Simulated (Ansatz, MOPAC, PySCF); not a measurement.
Noncovalent pair: ammonia borane (SMILES [BH3-][NH3+]) (first 8 atoms) with C2H4 (SMILES C=C); geometry from B3LYP-D3(BJ)/def2-TZVP, rigid monomers moved along the line of their centres of mass till H8···C10 is 2.85 Å.
(charge 0, multiplicity 1):
```xyz
14

B     -0.929     0.290     0.298
N      0.632    -0.167     0.570
H     -1.044     1.366     0.839
H     -1.607    -0.574     0.808
H     -1.049     0.344    -0.903
H      1.284     0.504     0.174
H      0.826    -1.072     0.153
H      0.812    -0.233     1.572
C      0.303     0.599     4.257
C     -0.092    -0.669     4.242
H      1.133     0.930     4.869
H     -0.205     1.350     3.663
H     -0.932    -0.987     3.636
H      0.401    -1.425     4.842
```

Counterpoise-corrected where a basis set is named; no monomer relaxation. Rows marked so take none.

Rows in 6-31G* carry no dispersion term and start afresh at each structure (6-31G* with six Cartesian d functions). The state reached by PM7 isn't checked; PM7 holds dispersion and hydrogen-bond terms.

Programs: Ansatz (Gaussian orbitals); MOPAC for PM7 (differences of heats of formation); PySCF for 6-31G* rows. Values without a source in brackets are computed.

### Question
One of these levels gives -157.7 meV for the interaction energy. Which one is it?
A) HF/aug-cc-pVDZ
B) B3LYP/6-31G* (no counterpoise)
C) r2SCAN/def2-TZVPPD
D) PM7

### Answer
B, B3LYP/6-31G* (no counterpoise). The others give -116.5 (PM7), -85.6 (HF/aug-cc-pVDZ), -143.6 (r2SCAN/def2-TZVPPD)

Ansatz is an electronic-structure program.
